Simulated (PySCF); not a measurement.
Compound: C5H9B.
Atom-mapped SMILES: `[BH2:1][CH2:2][C:3](=[CH2:4])[CH:5]=[CH2:6]` (hydrogens: H7, H8 on B1; H9, H10 on C2; H11, H12 on C4; H13 on C5; H14, H15 on C6)

Jobs on this species (15 atoms, 44 electrons) with PySCF (density fitting). Hardware of each: Arm Neoverse V1, one thread, on a shared host. Other jobs ran on the host; a repeat could differ by tens of per cent or more.

| level and settings | work | basis functions | SCF cycles | wall time |
| --- | --- | --- | --- | --- |
| KT2/pcJ-1 | spin–spin couplings from 15 perturbed nuclei, spin–dipole term for 1 of them | 252 | ? | ? |
| B97-2/pcJ-1 | spin–spin couplings from 15 perturbed nuclei, spin–dipole term for 1 of them | 252 | ? | ? |
| PBE/pcJ-1 | spin–spin couplings from 15 perturbed nuclei, spin–dipole term for 1 of them | 252 | ? | ? |
| PBE0/pcJ-1 | spin–spin couplings from 15 perturbed nuclei, spin–dipole term for 1 of them | 252 | 13 | 45 s |
| PBE0-D3(BJ)/def2-SVP, grid level 1 | geometry optimisation from a GFN2-xTB start | 129 | 54 | 48 s |
| LDA/pcJ-1 | spin–spin couplings from 15 perturbed nuclei, spin–dipole term for 1 of them | 252 | 15 | 27 s |
| HF/pcJ-1 | spin–spin couplings from 15 perturbed nuclei, spin–dipole term for 1 of them | 252 | 10 | 37 s |

Task: Fill in the missing figures.

Result: 
- KT2/pcJ-1; spin–spin couplings from 15 perturbed nuclei, spin–dipole term for 1 of them: 38 s, 15 SCF cycles
- B97-2/pcJ-1; spin–spin couplings from 15 perturbed nuclei, spin–dipole term for 1 of them: 43 s, 12 SCF cycles
- PBE/pcJ-1; spin–spin couplings from 15 perturbed nuclei, spin–dipole term for 1 of them: 38 s, 15 SCF cycles

Task: What do all jobs in the table cost together?

Result: About 4.6 min; the longest takes about 17 % of that, and about 1.8 times as long as the shortest.
